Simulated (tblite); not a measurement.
Species: C4H11ClO2SSi.
Structure used (GFN2-xTB), in Å, numbered top down from 1:
```
atom  x, y, z in Å
C1    -1.317   -1.525    0.216
C2    -0.427   -0.355   -0.150
C3    -0.829    0.327   -1.436
C4     1.049   -0.673   -0.046
Si5    2.254    0.817    0.056
S6    -0.664    0.888    1.177
O7    -0.402    0.334    2.467
O8    -0.027    2.124    0.835
Cl9   -2.668    1.287    1.128
H10   -1.110   -1.840    1.237
H11   -2.369   -1.254    0.144
H12   -1.128   -2.364   -0.453
H13   -1.897    0.534   -1.443
H14   -0.296    1.268   -1.542
H15   -0.592   -0.307   -2.289
H16    1.206   -1.270    0.855
H17    1.319   -1.312   -0.891
H18    3.531    0.187   -0.323
H19    2.401    1.319    1.412
H20    1.959    1.826   -0.957
```

Computed values, GFN2-xTB/tblite, gas phase, harmonic and unscaled. This tight-binding method is rough: wavenumbers can miss measured ones by several per cent, in bad cases by 10 to 20. Modes of hydrogen on silicon can be 10 to 20 % off. One conformer, not necessarily the lowest.

Harmonic wavenumbers (cm⁻¹): 43.3, 90.4, 127.0, 155.5, 170.0, 190.2, 203.2, 238.9, 258.6, 268.8, 290.8, 312.8, 324.1, 380.9, 414.8, 459.4, 502.5, 523.5, 572.8, 619.8, 718.5, 739.2, 767.9, 823.9, 838.0, 873.6, 969.3, 1001.4, 1009.0, 1077.7, 1120.6, 1160.4, 1224.1, 1260.3, 1264.1, 1297.1, 1401.2, 1414.8, 1457.6, 1472.9, 1477.3, 1478.7, 1491.6, 2197.5, 2297.6, 2353.9, 2960.0, 2982.9, 3020.2, 3025.0, 3030.9, 3035.6, 3036.2, 3057.2.

A = 1582, B = 838.0, C = 729.1 MHz; mass 185.994 u (most abundant isotopes); point group C1, symmetry number 1.

**Question.** Zero-point energy?

**Answer.** Half the sum of the wavenumbers: 31742 cm⁻¹ = 90.75 kcal/mol.

**Question.** Give the ideal-gas entropy at 500 K and 1 bar in the rigid-rotor, harmonic-oscillator model (classical rotation).

**Answer.** Translation 44.16, rotation 31.73, vibration 62.23: S = 138.1 cal/(mol K).

**Question.** And Cp and H(500 K) − H(0)?

**Answer.** Cp = 65.67 cal/(mol K), of which vibrations give 57.72 (their classical limit is 54 R = 107.3); H(500 K) − H(0) = 20.01 kcal/mol without the zero-point energy, 16.04 from vibrations.

**Question.** What must be added to the electronic energy to get the Gibbs energy at 500 K and 1 bar?

**Answer.** ZPE + [H(500 K) − H(0)] − T·S = 90.75 + 20.01 − 69.06 = 41.70 kcal/mol.

**Question.** Blend soft modes into free rotors: weight 1/[1 + (100 cm⁻¹/ν̃)⁴] for the oscillator and the rest for a rotor with moment μB/(μ + B), μ = h/(8π²ν), B = 10⁻⁴⁴ kg m². What vibrational entropy results?

**Answer.** 59.18 cal/(mol K) in place of 62.23, which changes −T·S at 500 K by +1.53 kcal/mol.

**Question.** Which modes carry the vibrational entropy at 500 K?

**Answer.** 43.3 cm⁻¹: 6.13; 90.4 cm⁻¹: 4.67; 127.0 cm⁻¹: 4.00; 155.5 cm⁻¹: 3.60; 170.0 cm⁻¹: 3.43; 190.2 cm⁻¹: 3.21 cal/(mol K); the other 48 give 37.20 together.

Hindered rotation and anharmonicity are outside this model. Other conformers, if any are populated, would add a mixing term that is left out. The structure is chiral; the term R ln 2 for an equal mix with its mirror image is left out.
